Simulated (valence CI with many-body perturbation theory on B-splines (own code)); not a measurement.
Results of a calculation; reference values are marked as such.
## Assign the levels of Rh IV

Method: valence CI with perturbative core correlation (CI+MBPT): six valence electrons over a frozen Dirac-Fock core [Kr], a basis of 7 s, 7 p, 8 d, 6 f, 4 g, 1 h functions for each j, with the one-electron correlation potential Σ1, the two-electron term Σ2, the three-electron term Σ3, Breit, model QED; selected CI, second order for the rest, scaled by the run's own slope (own B-spline code, finite nucleus).

No measured levels were compared; by estimate terms of the open shell hold to 2 to 4 % of their energy, and close levels can change places; different configurations can be misplaced against each other by 1,000 to 8,000 cm⁻¹. Among the levels kept, up to 1500 cm⁻¹ of a level comes from second order outside the variational space, and about a tenth of that is noise between levels of different J, which matters for small intervals. Only levels of the ground parity were solved; by the run's estimate the other parity begins above the list, which can be wrong where configurations are misplaced.

```tsv
No.	J	Parity	E (eV)	g
1	4	even	0.0000	1.496
2	3	even	0.1878	1.498
3	2	even	0.3015	1.498
4	1	even	0.3754	1.499
7	6	even	2.119	1.161
8	5	even	2.161	1.063
9	2	even	2.236	1.483
11	3	even	2.453	1.009
12	2	even	2.549	0.679
13	5	even	2.704	1.170
14	1	even	2.785	1.440
15	4	even	2.867	1.072
17	3	even	2.909	0.830
18	6	even	3.294	1.005
```

Energies count from the lowest level. Strongly mixed levels and levels close to another of their J and parity, and those with J = 0 are left out, so the numbers can have gaps.

Task: Give configuration and LS term of each level.

Result: 1: 4d6 5D; 2: 4d6 5D; 3: 4d6 5D; 4: 4d6 5D; 7: 4d6 3H; 8: 4d6 3H; 9: 4d6 3P; 11: 4d6 3F; 12: 4d6 3F; 13: 4d6 3G; 14: 4d6 3P; 15: 4d6 3G; 17: 4d6 3G; 18: 4d6 1I.
